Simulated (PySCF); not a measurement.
**Dipole response of Cu⁺ (copper, charge +1)**

[Ar] 3d9 4s1, high-spin 3D determinant (an excited configuration). Computed with PySCF 2.14 in aug-cc-pVQZ-PP with ECP10MDF (7s7p6d4f3g2h, 135 functions), with a scalar-relativistic core potential. Coupled (time-dependent) response in atomic units; α is the mean over directions.

```tsv
method	mean α (bohr³)	α xx, yy, zz	C₆ (like pair)	S(−4)
TPSSh	20.35	20.73, 20.73, 19.59	90.66	338.3
```

S(−4) is the Cauchy moment in α(ω) = α(0) + S(−4) ω² + …

α(iu) at TPSSh:

```json
{"u (hartree)": "0", "α(iu) (bohr³)": "20.35"}
{"u (hartree)": "0.0500", "α(iu) (bohr³)": "19.54"}
{"u (hartree)": "0.100", "α(iu) (bohr³)": "17.52"}
{"u (hartree)": "0.200", "α(iu) (bohr³)": "12.75"}
{"u (hartree)": "0.300", "α(iu) (bohr³)": "9.214"}
{"u (hartree)": "0.500", "α(iu) (bohr³)": "5.516"}
{"u (hartree)": "0.750", "α(iu) (bohr³)": "3.565"}
{"u (hartree)": "1.00", "α(iu) (bohr³)": "2.611"}
{"u (hartree)": "1.50", "α(iu) (bohr³)": "1.674"}
{"u (hartree)": "2.00", "α(iu) (bohr³)": "1.208"}
{"u (hartree)": "3.00", "α(iu) (bohr³)": "0.7416"}
{"u (hartree)": "5.00", "α(iu) (bohr³)": "0.3753"}
```

A single London oscillator, α(iu) = α/(1 + u²/ω²), gives C₆ = (3/4) ω α². Matching the computed C₆ needs ω = 4 × 90.66 / (3 × 20.35²) = 0.292 hartree.

For an ion, C₆ is the dispersion term alone; charge-induced terms of lower order in 1/R come first.

The components differ because the open shell of this determinant is not spherical; for a pure term their mean is the scalar polarisability.

Energies and moments cover only the electrons outside the core potential.
